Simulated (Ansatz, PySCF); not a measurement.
Reaction 2 R1 + R2 → P1 + 2 P2, each structure at its B3LYP-D3(BJ)/def2-TZVP stationary point, reached from a drawn start (curvature not checked).
R1: H2 (SMILES [H][H]), charge 0, multiplicity 1.
P1: NH3 (SMILES N), charge 0, multiplicity 1.
P2, SiH4 (SMILES [SiH4]) (charge 0, multiplicity 1):
```xyz
5

Si     0.000     0.000     0.000
H      0.855     0.855     0.855
H     -0.855    -0.855     0.855
H     -0.855     0.855    -0.855
H      0.855    -0.855    -0.855
```
R2, H7NSi2 (SMILES [SiH3]N[SiH3]) (charge 0, multiplicity 1, Z-matrix in Å and degrees):
```
N
H 1 1.0119
Si 1 1.7300 2 115.18
Si 1 1.7300 2 115.18 3 175.88
H 4 1.4787 1 107.46 2 171.62
H 3 1.4787 1 107.46 2 -171.62
H 4 1.4834 5 110.01 1 120.46
H 3 1.4834 6 110.01 1 -120.46
H 4 1.4851 5 108.82 7 117.19
H 3 1.4851 6 108.82 8 -117.19
```

```csv
level,reaction energy (eV),"minus CCSD(T)/CBS(cc-pV(T+d)Z, cc-pV(Q+d)Z)"
HF/cc-pV(D+d)Z,0.059,-0.553
PBE/def2-TZVPP,0.364,-0.247
BLYP-D3(BJ)/def2-TZVPP,0.532,-0.080
BLYP-D4/def2-TZVPP,0.554,-0.058
revPBE/def2-TZVPP,0.305,-0.307
B3LYP-D4/def2-TZVPP,0.535,-0.077
B2PLYP-D4/def2-TZVPP,0.555,-0.057
MP2/cc-pV(D+d)Z,0.425,-0.187
MP2/cc-pV(T+d)Z,0.718,0.106
"MP2/CBS(cc-pV(T+d)Z, cc-pV(Q+d)Z)",0.747,0.135
SCS-MP2/cc-pV(D+d)Z,0.344,-0.268
CCSD/cc-pV(D+d)Z,0.204,-0.408
CCSD(T)/cc-pV(Q+d)Z,0.590,-0.022
"CCSD(T)/CBS(cc-pV(T+d)Z, cc-pV(Q+d)Z)",0.612,0.000
```

 The comparison column counts from a level with limits of its own.

P less R. No zero-point or thermal terms.

Frozen-core correlation throughout. CBS: X⁻³ extrapolation of the correlation energy, Hartree–Fock from the larger set.

Codes used: Ansatz (Gaussian basis) for Hartree–Fock, density functionals and correlated methods; PySCF for the D3/D4 terms. All values are computed, each at the level named.

Ansatz is a quantum-chemistry and plane-wave program.
